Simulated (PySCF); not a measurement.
CH6AlBO4, SMILES [OH][Al]([OH])[CH2]B(O)O. Coordinates come from a PBE-D3(BJ)/def2-SVP optimisation. The structure was generated by enumeration; whether it is a known compound was not checked. The values are those of a single conformer.

Task: Give the equilibrium geometry at PBE-D3(BJ)/def2-SVP (PySCF confirms it by a frequency run) as bond lengths and angles. (An estimate is asked for; the answer gives what the named calculation found.)

Result: Several could match; the one computed here: 
Atoms: B1 O2 O3 C4 Al5 O6 O7 H8 H9 H10 H11 H12 H13. Bonded distances (Å): B1–O2 1.377, B1–O3 1.375, B1–C4 1.590, O2–H8 0.976, O3–H9 0.989, C4–Al5 1.938, C4–H10 1.115, C4–H11 1.106, Al5–O6 1.719, Al5–O7 1.738, O6–H12 0.970, O7–H13 0.970. Angles (°): O2–B1–O3 118.0, O2–B1–C4 118.7, O3–B1–C4 123.3, B1–O2–H8 109.4, B1–O3–H9 112.5, B1–C4–Al5 106.3, B1–C4–H10 107.8, B1–C4–H11 112.7, Al5–C4–H10 103.7, Al5–C4–H11 117.5, H10–C4–H11 108.1, C4–Al5–O6 134.6, C4–Al5–O7 108.8, O6–Al5–O7 116.5, Al5–O6–H12 123.3, Al5–O7–H13 124.4.
